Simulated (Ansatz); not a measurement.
This geometry of FH3Sn + H2 (7 atoms, charge 0, multiplicity 1) is a first-order saddle point.

Method: RKS r2SCANh-D4/def2-TZVP (Ansatz).

```xyz
7
Properties=species:S:1:pos:R:3
Sn -0.530 -0.253 -0.177
F 0.548 1.340 0.912
H -0.298 -1.319 -1.499
H -0.937 -1.095 1.231
H -1.567 0.991 -0.673
H 1.306 0.554 0.374
H 1.478 -0.219 -0.168
```

Q: Which two structures does it join? (They come from a converged band through this point; their orientation in space is the band's.)

A: Bonds broken: Sn1–F2, H6–H7. Bonds formed: Sn1–H7, F2–H6. FH3Sn + H2 becomes FH + H4Sn.

First end point:

```xyz
7
Properties=species:S:1:pos:R:3
Sn -1.041 -0.058 -0.228
F 0.052 1.474 0.186
H -0.314 -0.746 -1.598
H -0.963 -1.029 1.161
H -2.578 0.599 -0.524
H 2.228 0.198 0.498
H 2.615 -0.438 0.505
```

Last end point:

```xyz
7
Properties=species:S:1:pos:R:3
Sn -0.576 -0.581 -0.424
F 1.270 1.758 1.403
H -0.790 -1.780 -1.607
H -0.969 -1.175 1.113
H -1.474 0.805 -0.800
H 1.452 1.134 0.742
H 1.087 -0.160 -0.427
```

Q: How far does it lie above each of them?

A: 34.7 kcal/mol above the first and 26.0 kcal/mol above the second. This is the barrier of this one path; another mechanism may lie lower. The orbitals stay closed-shell, which can raise the energy where a bond breaks towards radicals; this wasn't checked here.

Run time: 3.5 min on 4 threads of Arm Neoverse N1 (shared host), peak memory 0.22 GiB.
